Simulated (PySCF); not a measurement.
# Do core-level shifts follow atomic charges?

Compound: C₉H₁₀.
Geometry (PBE0-D3(BJ)/def2-SVP, Å), atoms numbered from 1 in this order:
```xyz
19
C9H10 angstrom
C      2.7610   -0.0308   -0.1948
C      2.1655    1.0861   -0.7765
C      0.7805    1.2375   -0.7465
C     -0.0391    0.2796   -0.1369
C     -1.5123    0.4743   -0.1240
C     -2.3508    0.0383    1.0506
C     -2.4590   -0.6926   -0.2451
C      0.5741   -0.8397    0.4443
C      1.9573   -0.9935    0.4160
H      3.8464   -0.1525   -0.2166
H      2.7829    1.8483   -1.2585
H      0.3213    2.1175   -1.2052
H     -1.8325    1.3967   -0.6175
H     -3.1749    0.6871    1.3583
H     -1.8301   -0.4470    1.8811
H     -2.0139   -1.6889   -0.3205
H     -3.3596   -0.5589   -0.8501
H     -0.0356   -1.6075    0.9287
H      2.4122   -1.8745    0.8757
```

Binding energies: delta-SCF UKS SCAN, pcX-2 on the ionised atom, pcseg-1 elsewhere, spin-free X2C (PySCF). Charges: PBE0/pcSseg-1 ground-state density, for the ionised atom.

```json
{"atom": "C1", "environment": "aromatic CH carbon", "C 1s (eV)": "289.87", "Mulliken (e)": "-0.084", "IAO (e)": "-0.161", "Hirshfeld (e)": "-0.057", "ESP (e)": "-0.148"}
{"atom": "C3", "environment": "aromatic CH carbon", "C 1s (eV)": "289.87", "Mulliken (e)": "-0.044", "IAO (e)": "-0.160", "Hirshfeld (e)": "-0.056", "ESP (e)": "-0.213"}
{"atom": "C2", "environment": "aromatic CH carbon", "C 1s (eV)": "290.03", "Mulliken (e)": "-0.086", "IAO (e)": "-0.147", "Hirshfeld (e)": "-0.051", "ESP (e)": "-0.145"}
{"atom": "C4", "environment": "substituted aromatic carbon", "C 1s (eV)": "290.26", "Mulliken (e)": "-0.109", "IAO (e)": "+0.015", "Hirshfeld (e)": "+0.008", "ESP (e)": "+0.204"}
{"atom": "C6", "environment": "three-membered-ring carbon", "C 1s (eV)": "290.48", "Mulliken (e)": "-0.184", "IAO (e)": "-0.281", "Hirshfeld (e)": "-0.087", "ESP (e)": "-0.289"}
{"atom": "C5", "environment": "benzylic-type carbon", "C 1s (eV)": "290.63", "Mulliken (e)": "-0.219", "IAO (e)": "-0.134", "Hirshfeld (e)": "-0.041", "ESP (e)": "-0.251"}
```

Question: Give the correlation coefficient and slope of binding energy on charge for each scheme.

Answer: Hirshfeld: r = 0.03, slope 0.3 eV per e; IAO: r = -0.09, slope -0.3 eV per e; ESP: r = -0.15, slope -0.3 eV per e; Mulliken: r = -0.96, slope -4.6 eV per e. On 6 points no scheme stands out.

Question: The point-charge model writes a binding energy as kq + V + constant, with V the potential of the other atoms' charges at the site. What does it give with the Hirshfeld charges?

Answer: V = Σ 14.40 eV Å × q/r over all other atoms: +0.03 eV at C1, +0.14 eV at C3, -0.03 eV at C2, -0.98 eV at C4, +0.82 eV at C6, -0.03 eV at C5. Fitting binding energy − V to q gives k = 18.6 eV per e and leaves an rms residual of 0.22 eV, against 0.29 eV for the fit on q alone. The model has no term for differences in relaxation between sites.

Spin contamination (⟨S²⟩ against 0.75 for a pure doublet) is marked for C 1s of C4 (0.86), which makes this value less certain. One conformer (not necessarily the lowest) at the PBE0-D3(BJ)/def2-SVP geometry, without solvent, vibrations or thermal averaging.
